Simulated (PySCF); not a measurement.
# Sulfur: a sound run and one with changed settings

Sound run: S²⁺ [Ne] 3s2 3p2, S³⁺ [Ne] 3s2 3p1. Computed with PySCF 2.14 in jorge-DZP-DKH (7s4p1d, 24 functions), with scalar relativity by spin-free X2C-1e. In the sound run the correlated levels freeze [Ne]. The sound run starts from symmetry-adapted Hartree-Fock orbitals and uses a fine grid where one is needed.

Changed run: no relativity, point nucleus. This setting is unsound on purpose.

```json
{"species": "S²⁺", "method": "UHF", "sound run (hartree)": "-397.40398", "changed run (hartree)": "-396.16617", "converged": "yes"}
{"species": "S²⁺", "method": "M06-2X", "sound run (hartree)": "-397.95451", "changed run (hartree)": "-396.70378", "converged": "yes"}
{"species": "S²⁺", "method": "PBE", "sound run (hartree)": "-397.78807", "changed run (hartree)": "-396.54162", "converged": "yes"}
{"species": "S²⁺", "method": "MP2", "sound run (hartree)": "-397.45765", "changed run (hartree)": "-396.21994", "converged": "yes"}
{"species": "S²⁺", "method": "CCSD(T)", "sound run (hartree)": "-397.47976", "changed run (hartree)": "-396.24222", "converged": "yes"}
{"species": "S³⁺", "method": "UHF", "sound run (hartree)": "-396.15005", "changed run (hartree)": "-394.91210", "converged": "yes"}
{"species": "S³⁺", "method": "M06-2X", "sound run (hartree)": "-396.68210", "changed run (hartree)": "-395.43121", "converged": "yes"}
{"species": "S³⁺", "method": "PBE", "sound run (hartree)": "-396.50829", "changed run (hartree)": "-395.26170", "converged": "yes"}
{"species": "S³⁺", "method": "MP2", "sound run (hartree)": "-396.19151", "changed run (hartree)": "-394.95368", "converged": "yes"}
{"species": "S³⁺", "method": "CCSD(T)", "sound run (hartree)": "-396.21232", "changed run (hartree)": "-394.97471", "converged": "yes"}
```

Ionisation energy of S²⁺:

```
 method  sound run (eV)  changed run (eV)
    UHF          34.121            34.125
 M06-2X          34.624            34.628
    PBE          34.824            34.828
    MP2          34.453            34.457
SCS-MP2          34.371            34.374
   CCSD          34.480            34.482
CCSD(T)          34.489            34.491
```

Most of the change in total energy is the relativistic energy itself. On top of that the contraction fixes the core shape for the Hamiltonian it was made with, so the changed run is not a good calculation with the other Hamiltonian either.

For comparison, NIST gives 34.86 ± 0.04 eV between the lowest levels.
